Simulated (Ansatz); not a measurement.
A nudged elastic band was laid between two geometries of C2H6ClGa + H2 (12 atoms, charge 0, multiplicity 1).

Method: Ansatz, RHF/def2-mTZVP.

* movable images: 9
* climbing image: yes
* spring: 5.0 eV/Å²
* optimiser: quadratic models (default)
* start path: through a guess of the saddle point
* force threshold: 0.05 eV/Å
* iteration limit: 60
* end points: relaxed

Image 0:

```xyz
12
Properties=species:S:1:pos:R:3
Ga -0.706 0.006 -0.094
Cl -1.877 -1.825 0.231
C -0.020 0.244 -1.933
C -0.542 1.166 1.499
H 1.920 -2.555 0.895
H 2.485 -2.091 0.844
H 0.897 0.822 -1.949
H -0.751 0.776 -2.534
H 0.161 -0.710 -2.412
H -0.203 0.596 2.355
H 0.146 1.987 1.339
H -1.509 1.584 1.757
```

Image 10:

```xyz
12
Properties=species:S:1:pos:R:3
Ga 0.597 0.157 0.046
Cl -0.931 -2.801 0.615
C 0.127 0.313 -1.886
C -0.369 1.168 1.468
H 0.213 -3.302 0.894
H 1.878 -0.709 0.446
H 0.905 0.848 -2.424
H -0.805 0.842 -2.048
H 0.043 -0.664 -2.350
H -0.308 0.679 2.433
H 0.067 2.158 1.582
H -1.417 1.310 1.225
```

Q: Which bonds break or form, and what moves?

A: Bonds broken: Ga1–Cl2, H5–H6. Bonds formed: Ga1–H6, Cl2–H5. C2H6ClGa + H2 becomes C2H7Ga + ClH.

Q: Give the energies along the band, and the barrier.

A: The run converged. The highest image is number 6 of 0 to 10, 2.06 eV above the first end and 0.74 eV above the last; the last end lies 1.32 eV above the first. A vibrational analysis at the climbing image gives one clearly imaginary mode, 1458i cm⁻¹: a first-order saddle point. The orbitals stay closed-shell, which can raise the energy where a bond breaks towards radicals; this wasn't checked here.

| image | path coordinate (Å) | energy (eV) | Ga1–Cl2 (Å) | H5–H6 (Å) | Ga1–H6 (Å) |
| --- | --- | --- | --- | --- | --- |
| 0 | 0.00 | 0.00 | 2.20 | 0.73 | 3.93 |
| 1 | 0.52 | 0.00 | 2.20 | 0.73 | 3.57 |
| 2 | 1.05 | 0.01 | 2.20 | 0.73 | 3.15 |
| 3 | 1.57 | 0.07 | 2.21 | 0.73 | 2.73 |
| 4 | 2.09 | 0.30 | 2.24 | 0.73 | 2.34 |
| 5 | 2.61 | 1.04 | 2.41 | 0.77 | 1.99 |
| 6 | 3.14 | 2.06 | 2.68 | 1.09 | 1.74 |
| 7 | 3.61 | 1.62 | 2.94 | 1.64 | 1.63 |
| 8 | 4.09 | 1.41 | 3.17 | 2.12 | 1.60 |
| 9 | 4.57 | 1.33 | 3.26 | 2.62 | 1.60 |
| 10 | 5.04 | 1.32 | 3.38 | 3.11 | 1.60 |

Q: What is the geometry of the highest image?

A: 
```xyz
12
Properties=species:S:1:pos:R:3
Ga 0.188 -0.065 0.045
Cl -0.944 -2.443 0.524
C 0.163 0.156 -1.917
C -0.351 1.073 1.566
H 0.499 -1.959 0.588
H 1.343 -1.273 0.520
H 0.982 0.790 -2.239
H -0.760 0.617 -2.246
H 0.263 -0.798 -2.419
H -0.194 0.572 2.512
H 0.213 1.999 1.575
H -1.402 1.329 1.491
```

Q: What are the harmonic wavenumbers there?

A: 1458i, 47, 56, 103, 140, 155, 202, 467, 566, 632, 750, 783, 825, 855, 1148, 1167, 1391, 1396, 1397, 1592, 1594, 1597, 1600, 1714, 3170, 3172, 3229, 3229, 3253, 3253 cm⁻¹.

Run time: 3 min on 2 threads of Arm Neoverse V1, with other jobs on the host, peak memory 0.29 GiB.
